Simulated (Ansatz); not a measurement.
Start from `C[Se]B(O)O` and change one atom or group to get `COB(O)O`.

Ansatz, PBE0-D4/def2-TZVP geometries, multiplicity 1. Each molecule was computed in one conformer, which needn't be the lowest.

Scalar relativity is left out up to krypton.

| property | `C[Se]B(O)O` |
| --- | --- |
| HOMO energy (ωB97M-V/def2-TZVPP) / eV | -8.73 |
| LUMO energy (PBE/def2-TZVPP) / eV | -0.71 |
| size of the dipole moment (PBE/def2-TZVPP) / D | 0.62 |
| HOMO energy (PBE0/def2-TZVPP) / eV | -6.58 |
| HOMO energy (PBE/def2-TZVPP) / eV | -5.42 |
| LUMO energy (ωB97M-V/def2-TZVPP) / eV | 1.89 |

**Question.** What does the change do to each property? (Estimate.)

**Answer.** Computed: 
| property | `COB(O)O` | shift |
| --- | --- | --- |
| HOMO energy (ωB97M-V/def2-TZVPP) / eV | -10.85 | -2.12 |
| LUMO energy (PBE/def2-TZVPP) / eV | -0.09 | 0.62 |
| size of the dipole moment (PBE/def2-TZVPP) / D | 0.24 | -0.38 |
| HOMO energy (PBE0/def2-TZVPP) / eV | -8.43 | -1.85 |
| HOMO energy (PBE/def2-TZVPP) / eV | -6.81 | -1.39 |
| LUMO energy (ωB97M-V/def2-TZVPP) / eV | 2.08 | 0.19 |

With PBE0 the HOMO falls by 1.85 eV and the LUMO rises by 0.57 eV, so the gap widens by about 2.42 eV. PBE moves the HOMO by -1.39 eV and ωB97M-V by -2.12 eV. Dipoles are sizes alone; their direction can turn.

Spin–orbit coupling is left out; it splits and shifts lone-pair levels of the heavy atoms by tenths of an eV.
